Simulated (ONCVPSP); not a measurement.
# Potentials for phosphorus (P) compared

Generated with ld1.x 7.5 (TM, RRKJ, ultrasoft, PAW), atompaw 4.2 or ONCVPSP 4.0.1. The cutoff is in Ry: for ld1.x and atompaw files where the sum of valence levels is converged to 10 mRy in a Bessel basis, for ONCV files where the hardest occupied wave has 1 mHa per electron of residual kinetic energy. The error is the largest all-electron minus pseudo excitation energy over each file’s own four to seven test configurations (ionisations up to +4, promotions, holes and added fractions of an electron), all of which were solved. The labels leave out finer settings (local radius, basis sizes, second energies), which also bear on the numbers. Spin-polarised tests are not counted. The rows are a selection from randomly drawn settings: files with unsolved tests, undetermined cutoffs or missed reference levels are left out.

A true bound ghost makes a file unfit for plane-wave use even where its test errors are small: the radial tests pick states by their node count and pass the ghost by.

| potential | cutoff (Ry) | largest error (meV) | bound ghosts |
| --- | --- | --- | --- |
| ONCV, PBE, scalar-relativistic, rc 1.70/1.30 (sp), local smoothed, core correction yes, reference 3s1.75 3p3.25, qcut 3.6/6.3, projectors 2/3 | 64 | +9.1 | p |
| ONCV, Wu-Cohen, scalar-relativistic, rc 1.38/1.65/1.75 (spd), local smoothed, core correction no, reference 3s2 3p3, qcut 5/4.4/5.8, projectors 2/2/2 | 24 | +63 | none |
| ONCV, PBE, scalar-relativistic, rc 1.35/1.80 (sp), local smoothed, core correction no, reference 3s2 3p3, qcut 5.5/4.2, projectors 3/2 | 20 | +12 | s |
| ONCV, PBE, scalar-relativistic, rc 1.45/1.95 (sp), local smoothed, core correction yes, reference 3s2 3p3, qcut 5.4/5.1, projectors 2/2 | 21 | +37 | none |
| ONCV, PBE, fully relativistic, rc 1.50/1.70/1.70 (spd), local smoothed, core correction no, reference 3s2 3p3, qcut 3.8/5.2/6.1, projectors 2/2/1 | 39 | +35 | none |

Q: Fill in the row for P: ONCV, PBE, scalar-relativistic, rc 1.45/1.35/1.30 (spd), local smoothed, core correction yes, reference 3s2 3p1.5, qcut 3.8/4.9/7.7, projectors 2/2/2.

A: cutoff 42 Ry, largest error +27 meV, bound ghosts: none.

Q: Fill in the row for P: ONCV, LDA (Perdew-Wang 92), scalar-relativistic, rc 0.80/0.95 (sp), local smoothed, core correction no, reference 2s2 2p6 3s2 3p3, qcut 11.4/17, projectors 2/2.

A: cutoff 224 Ry, largest error -414 meV, bound ghosts: none.

Q: Fill in the row for P: ONCV, PBEsol, non-relativistic, rc 1.65/1.60 (sp), local smoothed, core correction no, reference 3s2 3p1, qcut 4.5/4.9, projectors 3/2.

A: cutoff 20 Ry, largest error +16 meV, bound ghosts: none.
